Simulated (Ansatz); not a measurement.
Relaxation of `c1ccc2c(c1)oc1c3ccccc3oc21` with RKS PBE0-D4/def2-SVP.

```sh
$ ansatz run in.yaml --threads 4 --pin off --events-out ev --progress --plain --max-ram 6963MiB
```

```yaml
crystal:
  periodic: [false, false, false]
  atoms:
    - {symbol: C, position_ang: [-4.174160, 0.625290, 0.575330]}
    - {symbol: C, position_ang: [-4.069200, -0.081750, -0.622460]}
    - {symbol: C, position_ang: [-2.844340, -0.461120, -1.127460]}
    - {symbol: C, position_ang: [-1.701570, -0.121670, -0.407750]}
    - {symbol: C, position_ang: [-1.821020, 0.597620, 0.813080]}
    - {symbol: C, position_ang: [-3.056640, 0.975050, 1.309840]}
    - {symbol: O, position_ang: [-0.609330, 0.847960, 1.388880]}
    - {symbol: C, position_ang: [0.299500, 0.296680, 0.548070]}
    - {symbol: C, position_ang: [1.701890, 0.119460, 0.409070]}
    - {symbol: C, position_ang: [2.844520, 0.460480, 1.128250]}
    - {symbol: C, position_ang: [4.069240, 0.080930, 0.623030]}
    - {symbol: C, position_ang: [4.174120, -0.624940, -0.575600]}
    - {symbol: C, position_ang: [3.056790, -0.973820, -1.310890]}
    - {symbol: C, position_ang: [1.821220, -0.598720, -0.812410]}
    - {symbol: O, position_ang: [0.609530, -0.850160, -1.387620]}
    - {symbol: C, position_ang: [-0.299220, -0.298650, -0.546970]}
    - {symbol: H, position_ang: [-5.151780, 0.905990, 0.936660]}
    - {symbol: H, position_ang: [-4.969320, -0.334270, -1.162960]}
    - {symbol: H, position_ang: [-2.764080, -1.007000, -2.054100]}
    - {symbol: H, position_ang: [-3.132870, 1.522410, 2.235850]}
    - {symbol: H, position_ang: [2.763120, 1.008840, 2.053490]}
    - {symbol: H, position_ang: [4.969570, 0.335030, 1.162400]}
    - {symbol: H, position_ang: [5.151760, -0.905480, -0.936980]}
    - {symbol: H, position_ang: [3.132290, -1.518180, -2.238770]}
basis:
  gaussian: {orbitals: def2-SVP}
hamiltonian: {xc: pbe0, dispersion: d4}
scf: {lower_state_search: "off"}
output: {orbitals: {seedname: orbitals}}
relax: {f_tol: 0.03, max_steps: 70}
```

Hardware: 4 threads of Arm Neoverse V1 on a shared host. Wall time 49 s, peak host memory 1.3 GiB.

Positions (Å) and forces (eV/Å) at steps 1, 2, 4 of 4:

```xyz
24
step=1 energy=-18707.5641 eV
C    -4.174    0.625    0.575   -0.029   -0.033   -0.056
C    -4.069   -0.082   -0.622   -0.117    0.012   -0.003
C    -2.844   -0.461   -1.127    0.099    0.034    0.081
C    -1.702   -0.122   -0.408    0.192   -0.043   -0.061
C    -1.821    0.598    0.813    0.035   -0.167   -0.281
C    -3.057    0.975    1.310    0.395    0.019    0.078
O    -0.609    0.848    1.389    0.180   -0.037   -0.055
C     0.299    0.297    0.548   -0.565   -0.391   -0.741
C     1.702    0.119    0.409   -0.199    0.050    0.056
C     2.845    0.460    1.128   -0.105   -0.035   -0.082
C     4.069    0.081    0.623    0.118   -0.004   -0.002
C     4.174   -0.625   -0.576    0.031    0.030    0.057
C     3.057   -0.974   -1.311   -0.396   -0.020   -0.071
C     1.821   -0.599   -0.812   -0.034    0.162    0.283
O     0.610   -0.850   -1.388   -0.180    0.045    0.051
C    -0.299   -0.299   -0.547    0.562    0.388    0.746
H    -5.152    0.906    0.937   -0.422    0.133    0.179
H    -4.969   -0.334   -1.163   -0.383   -0.110   -0.236
H    -2.764   -1.007   -2.054    0.032   -0.240   -0.410
H    -3.133    1.522    2.236   -0.027    0.243    0.419
H     2.763    1.009    2.053   -0.025    0.233    0.408
H     4.970    0.335    1.162    0.384    0.107    0.237
H     5.152   -0.905   -0.937    0.423   -0.129   -0.180
H     3.132   -1.518   -2.239    0.032   -0.245   -0.415
24
step=2 energy=-18707.6217 eV
C    -4.184    0.627    0.578   -0.015   -0.010   -0.022
C    -4.084   -0.083   -0.627   -0.029    0.004    0.011
C    -2.853   -0.466   -1.137    0.029    0.021    0.033
C    -1.704   -0.126   -0.417    0.050   -0.044   -0.067
C    -1.824    0.594    0.804   -0.045   -0.072   -0.140
C    -3.056    0.976    1.311    0.125    0.027    0.067
O    -0.612    0.846    1.380    0.066    0.019    0.043
C     0.296    0.296    0.543   -0.253   -0.148   -0.285
C     1.704    0.125    0.417   -0.052    0.045    0.068
C     2.853    0.466    1.137   -0.033   -0.022   -0.035
C     4.084    0.083    0.627    0.029   -0.010   -0.006
C     4.184   -0.626   -0.578    0.016    0.012    0.020
C     3.056   -0.976   -1.311   -0.128   -0.026   -0.065
C     1.824   -0.595   -0.803    0.046    0.077    0.136
O     0.612   -0.847   -1.380   -0.067   -0.022   -0.041
C    -0.296   -0.296   -0.543    0.253    0.148    0.286
H    -5.168    0.912    0.949   -0.100    0.034    0.046
H    -4.993   -0.336   -1.171   -0.088   -0.027   -0.058
H    -2.774   -1.017   -2.072    0.000   -0.058   -0.099
H    -3.125    1.527    2.247   -0.001    0.055    0.093
H     2.774    1.016    2.073    0.004    0.059    0.098
H     4.994    0.337    1.170    0.088    0.030    0.057
H     5.168   -0.910   -0.950    0.100   -0.035   -0.046
H     3.125   -1.527   -2.248    0.004   -0.055   -0.093
24
step=4 energy=-18707.6281 eV
C    -4.188    0.627    0.579   -0.003    0.004   -0.003
C    -4.089   -0.083   -0.628    0.000   -0.005    0.008
C    -2.857   -0.468   -1.142    0.002    0.006    0.000
C    -1.703   -0.130   -0.424    0.006   -0.004   -0.004
C    -1.827    0.590    0.796   -0.024   -0.005   -0.015
C    -3.055    0.976    1.311   -0.001    0.002    0.006
O    -0.617    0.845    1.377    0.011    0.005    0.012
C     0.292    0.295    0.542   -0.001    0.006    0.007
C     1.703    0.130    0.424   -0.006    0.003    0.005
C     2.857    0.468    1.142   -0.002   -0.004   -0.001
C     4.090    0.084    0.628   -0.001   -0.010    0.000
C     4.188   -0.628   -0.579    0.004    0.005   -0.002
C     3.055   -0.976   -1.311    0.000   -0.002   -0.006
C     1.827   -0.591   -0.796    0.024    0.009    0.013
O     0.617   -0.845   -1.377   -0.012   -0.008   -0.011
C    -0.292   -0.296   -0.541    0.001   -0.005   -0.008
H    -5.173    0.914    0.954    0.005   -0.003   -0.003
H    -5.002   -0.337   -1.172    0.006    0.002    0.000
H    -2.784   -1.020   -2.080   -0.005    0.003    0.005
H    -3.118    1.528    2.250    0.005   -0.004   -0.005
H     2.784    1.020    2.081    0.006   -0.002   -0.006
H     5.002    0.337    1.173   -0.006    0.003   -0.003
H     5.173   -0.914   -0.955   -0.005    0.000    0.004
H     3.118   -1.528   -2.251   -0.004    0.003    0.006
```
